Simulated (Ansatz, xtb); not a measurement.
**ClGeHOTe: which of two structures lies lower**

Structure I is a singlet given by its coordinates and structure II is a singlet given by its coordinates. Both are isolated molecules in the gas phase, relaxed with PBE0-D3(BJ)/def2-SVP.

I (Å):

```yaml
atoms:
  - { symbol: Cl, position_ang: [1.3343, 0.3713, 1.4714] }
  - { symbol: Ge, position_ang: [-1.1183, -0.5462, -1.1567] }
  - { symbol: O, position_ang: [0.0582, 0.7499, -1.3712] }
  - { symbol: Te, position_ang: [-0.4112, -1.2671, 1.2985] }
  - { symbol: H, position_ang: [0.6631, 0.9186, -0.6240] }
```

Close contacts (Å): Cl1–Te4 2.40, Ge2–O3 1.76, Ge2–Te4 2.65, O3–H5 0.98.

II (Å):

```xyz
5

Cl    0.9579    1.5105    0.2957
Ge    0.5239   -0.5033    1.1581
O    -1.3450   -0.4792    0.3332
Te   -0.3410   -1.7805   -1.0474
H    -1.4521    0.3873   -0.0979
```

Close contacts (Å): Cl1–Ge2 2.23, Ge2–O3 2.04, Ge2–Te4 2.69, O3–Te4 2.15, O3–H5 0.97.

Problem. Estimate E(II) − E(I) at the level CCSD(T)/def2-SVP + ΔMP2/def2-TZVPP.

Solution. Calculated at CCSD(T)/def2-SVP + ΔMP2/def2-TZVPP: E(II) − E(I) = +6.9 kcal/mol, so structure I lies lower.

The same difference at several levels:

| level | geometry | E(II) − E(I) (kcal/mol) | departure from the last row (kcal/mol) | job, with rough time for the two |
| --- | --- | --- | --- | --- |
| GFN2-xTB | GFN2-xTB | +3.1 | −3.8 | optimisation, 0.74 s |
| HF/STO-3G | GFN2-xTB | +7.5 | +0.7 | single point, 5.2 s |
| r2SCAN-D4/def2-SVP | GFN2-xTB | +5.8 | −1.1 | single point, 10 s |
| PBE0-D3(BJ)/def2-SVP | PBE0-D3(BJ)/def2-SVP | +6.3 | −0.6 | optimisation, 2 min |
| HF/def2-SVP | PBE0-D3(BJ)/def2-SVP | +9.0 | +2.1 | part of the CCSD(T) run |
| MP2/def2-SVP | PBE0-D3(BJ)/def2-SVP | +5.6 | −1.3 | part of the CCSD(T) run |
| CCSD(T)/def2-SVP | PBE0-D3(BJ)/def2-SVP | +5.9 | −1.0 | single point |
| CCSD(T)/def2-SVP + ΔMP2/def2-TZVPP | PBE0-D3(BJ)/def2-SVP | +6.9 |  | single point, 1.8 min |

None of the levels shown reverses the order. The largest departure from CCSD(T)/def2-SVP + ΔMP2/def2-TZVPP is that of GFN2-xTB, 3.8 kcal/mol. The last row adds to CCSD(T) the change of the MP2 difference between the two basis sets, here +1.0 kcal/mol.

With harmonic frequencies from PBE0-D3(BJ)/def2-SVP (ideal gas, rigid rotor, one conformer each, 200 K, 1 atm): on the last row, ΔE + ΔZPE = +7.0, ΔH = +7.0, ΔG = +7.1 kcal/mol.

The correlated steps freeze 19 core orbitals; the filled d shell of Ge and Te is correlated, in a basis made for valence electrons. Atoms past krypton carry core potentials in the def2 sets, other sets are all-electron and non-relativistic, and no spin–orbit term is included. Mirror images aren't counted in ΔG. Codes used: Ansatz 0.2.0, xtb 6.7.1; the last row on 1 thread of Intel(R) Xeon(R) Processor @ 2.50GHz (Skylake/Cascade Lake) on a shared host.
